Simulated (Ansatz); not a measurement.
`CCOCOCOCOCOCOC`. Charge 0, multiplicity 1. Geometry PBE-D4/def2-SVP.

```xyz
32

C    -4.7225   -0.4501    1.4177
C    -3.2364   -0.7498    1.2613
O    -3.0005   -2.0192    0.6408
C    -3.0557   -2.0646   -0.7521
O    -1.7882   -2.0207   -1.3947
C    -1.2855   -0.7618   -1.7416
O    -0.8192    0.0015   -0.6396
C     0.3100   -0.5651    0.0013
O     1.4835   -0.4444   -0.7761
C     1.9931    0.8747   -0.8245
O     2.5694    1.2744    0.4009
C     3.8258    0.6608    0.6543
O     4.8543    1.1628   -0.1467
C     5.1896    2.5105    0.1387
H    -5.2267   -0.3450    0.4345
H    -5.2310   -1.2613    1.9771
H    -4.8711    0.5011    1.9692
H    -2.7546   -0.8192    2.2591
H    -2.7092    0.0584    0.7082
H    -3.4744   -3.0553   -1.0245
H    -3.7070   -1.2538   -1.1689
H    -0.4537   -0.9556   -2.4520
H    -2.0669   -0.1256   -2.2187
H     0.1593   -1.6506    0.1717
H     0.4103   -0.0230    0.9647
H     1.1845    1.6064   -1.0339
H     2.7466    0.8767   -1.6401
H     3.7776   -0.4295    0.4466
H     4.0197    0.8424    1.7377
H     4.3252    3.1951   -0.0094
H     6.0050    2.8020   -0.5503
H     5.5485    2.6279    1.1895
```

B3LYP takes the VWN-RPA correlation.

(1) Estimate the orbital energies around the gap (eV) in Ansatz with HF/STO-3G, HF/6-31G, r2SCAN-D4/def2-TZVP, B3LYP-D4/6-31G, PBE0-D4/def2-SVP.

## Answers

(1) 
| orbital | HF/STO-3G | HF/6-31G | r2SCAN-D4/def2-TZVP | B3LYP-D4/6-31G | PBE0-D4/def2-SVP |
| --- | --- | --- | --- | --- | --- |
| HOMO−5 | -9.69 | -12.65 | -7.33 | -8.12 | -8.53 |
| HOMO−4 | -9.63 | -12.35 | -7.23 | -7.92 | -8.36 |
| HOMO−3 | -9.45 | -12.21 | -7.14 | -7.87 | -8.28 |
| HOMO−2 | -9.35 | -12.15 | -6.89 | -7.72 | -8.10 |
| HOMO−1 | -9.28 | -11.97 | -6.71 | -7.48 | -7.88 |
| HOMO | -9.06 | -11.75 | -6.58 | -7.29 | -7.72 |
| LUMO | 14.04 | 5.92 | 0.98 | 2.08 | 1.72 |
| LUMO+1 | 14.74 | 6.39 | 1.32 | 2.42 | 2.05 |
| LUMO+2 | 14.98 | 6.86 | 1.71 | 2.88 | 2.50 |
| LUMO+3 | 15.08 | 7.09 | 1.80 | 3.04 | 2.59 |
| LUMO+4 | 15.34 | 7.40 | 1.96 | 3.25 | 2.93 |
| LUMO+5 | 15.50 | 7.60 | 2.02 | 3.35 | 3.01 |
